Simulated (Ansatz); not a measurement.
A structure relaxed at PBE0-D4/def2-TZVP, charge 0, multiplicity 1:

```xyz
10

O     1.7488   -0.4723    0.0954
C     0.6166    0.2959    0.1375
Cl    0.9526    2.0534    0.2562
C    -0.5070   -0.0244   -0.8539
Si   -0.9416   -0.3286    0.9342
H     2.1762   -0.3422   -0.7615
H    -0.3111   -0.8992   -1.4693
H    -0.9395    0.8082   -1.3974
H    -0.9910   -1.7247    1.4135
H    -1.8041    0.6339    1.6452
```

Q: Give its formula and SMILES.

A: C2H5ClOSi, `OC1(Cl)C[SiH2]1`.

Q: Summarise the bond lengths by kind.

A: 1 × C–O 1.369 Å; 1 × H–O 0.966 Å; 1 × C–Cl 1.793 Å; 1 × C–C 1.532 Å; 2 × C–Si 1.858 to 1.865 Å; 2 × C–H 1.084 to 1.087 Å; 2 × H–Si 1.475 to 1.477 Å.

All numbers were calculated with Ansatz.
